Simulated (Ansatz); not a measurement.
Reaction (formal exchange of groups at the In–C bond): `[CH3][InH][CH2]F` + `CNC#CCF` → `C[NH][InH][CH3]` + `FCC#CCF`

Isolated molecules relaxed with PBE0-D4/def2-TZVP in Ansatz; ΔE leaves out vibrations. CCSD(T)/CBS adds triple-zeta CCSD(T) − MP2 to the extrapolated MP2 energy (def2 sets, frozen cores). DFT in def2-TZVPP. B3LYP here is the variant with VWN-RPA as its local correlation; programs differ in this. def2 core potentials past Kr. For In outer-core shells are correlated without core-valence functions, which leaves a few kJ/mol of doubt a bond. Each species was taken in one conformer, which may not be the lowest.

`[CH3][InH][CH2]F`:

```xyz
10

C     0.002   -1.666    0.884
In    0.060    0.475    0.704
C    -0.036    1.375   -1.286
F    -0.130    0.396   -2.275
H     0.900   -2.024    1.392
H    -0.860   -1.967    1.483
H    -0.065   -2.132   -0.098
H     0.179    1.532    2.073
H     0.854    1.978   -1.494
H    -0.905    2.034   -1.383
```

`CNC#CCF`:

```xyz
12

C     0.548   -2.082    0.795
N    -0.271   -1.463   -0.232
C    -0.304   -0.139   -0.334
C    -0.359    1.066   -0.381
C    -0.427    2.503   -0.450
F     0.737    3.075   -0.957
H     0.321   -3.148    0.835
H     0.300   -1.642    1.761
H     1.622   -1.950    0.618
H    -0.332   -1.968   -1.102
H    -0.587    2.929    0.545
H    -1.249    2.819   -1.099
```

`C[NH][InH][CH3]`:

```xyz
12

C     2.135   -0.925    0.143
N     0.725   -0.732   -0.088
In   -0.376    0.929    0.235
C    -2.453    0.758   -0.267
H     2.688   -1.166   -0.776
H     2.341   -1.725    0.867
H     2.577   -0.010    0.547
H     0.278   -1.556   -0.461
H     0.546    2.232    0.870
H    -2.690   -0.266   -0.557
H    -2.695    1.423   -1.097
H    -3.076    1.038    0.584
```

`FCC#CCF`:

Cartesian coordinates in Å:
```
F -1.531 -0.973 -2.211
C -0.246 -1.087 -1.720
C -0.071 -0.333 -0.495
C 0.093 0.292 0.517
C 0.276 1.032 1.749
F 0.820 2.280 1.520
H 0.444 -0.721 -2.487
H -0.044 -2.148 -1.546
H -0.688 1.169 2.251
H 0.947 0.490 2.423
```

```csv
level,ΔE (kJ/mol)
B3LYP-D4,-61.6
ωB97X-V,-64.5
ωB97M-V,-64.9
PBE0,-57.5
HF/def2-TZVPP,-69.9
MP2/def2-TZVPP,-80.4
CCSD(T)/def2-TZVPP,-77.7
SCS-MP2/def2-QZVPP,-82.4
```

Problem. What does CCSD(T)/CBS give? (An estimate is asked.)

Solution. Computed: -80.1 kJ/mol. The listed levels differ from it by 18.5, 15.6, 15.2, 22.6, 10.2, -0.3, 2.4, -2.3 kJ/mol.

Largest T1 diagnostic among the species: 0.015.

In def2-TZVPP, CCSD(T) changes the Hartree–Fock value by −7.8 kJ/mol (the triples alone add −1.2 kJ/mol) and MP2 by −10.5 kJ/mol.
